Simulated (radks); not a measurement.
Results of a calculation; reference values are marked as such.
Charge is removed step by step from the 3p3/2 level of neutral chromium, starting from [Ne] 3s2 3p(1/2: 2, 3/2: 4) 3d5 4s1. Code: a radial shooting solver on a logarithmic mesh with Libxc functionals. Model: Dirac Kohn-Sham, LDA (Slater exchange, Perdew-Wang correlation), spin-unpolarised, spherical densities, point nucleus; open shells fill j = l - 1/2 first.

| removed (e) | E - E(0) (eV) | eigenvalue (eV) | E minus straight line (eV) |
|---|---|---|---|
| 0 | 0.000 | -44.961 | 0.000 |
| 0.25 | 11.581 | -47.754 | -1.191 |
| 0.5 | 23.906 | -50.897 | -1.639 |
| 0.75 | 37.054 | -54.328 | -1.264 |
| 1 | 51.090 | -58.003 | 0.000 |

Removing the whole electron costs 51.090 eV by Delta-SCF, against 44.961 eV from minus the eigenvalue at the starting occupation. Slater's transition state (half an electron removed) gives 50.897 eV. Integrating minus the eigenvalue over the occupation (Janak's theorem) gives 51.090 eV. The mean slope of the eigenvalue, de/dn, is 13.0 eV per electron.
